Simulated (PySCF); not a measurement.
# As(3+): interval between two levels

As(3+) [Ar] 3d10 4s2 → As(3+) [Ar] 3d10 4s1 4p1 [3P2, M_J = 2], as a difference of total energies. Calculation: PySCF 2.14, in x2c-TZVPall-2c (6s7p4d1f, 54 functions); the two-component X2C-1e Hamiltonian. Correlated levels: [Ne] frozen. "Screened" scales the spin-orbit matrix elements by Boettger's factors to mimic the two-electron term; Breit and QED terms are absent.

```
                    method  interval between two levels (cm⁻¹)
           GHF (spin-free)                               67200
          GMP2 (spin-free)                               74604
 GHF (screened spin-orbit)                               68393
GMP2 (screened spin-orbit)                               75813
```

The labels give the starting determinants; with spin-orbit coupling the two ends relaxed to ⟨J²⟩ = 0.00, ⟨L²⟩ = 0.00, ⟨S²⟩ = 0.00 and ⟨J²⟩ = 6.00, ⟨L²⟩ = 2.01, ⟨S²⟩ = 2.00.
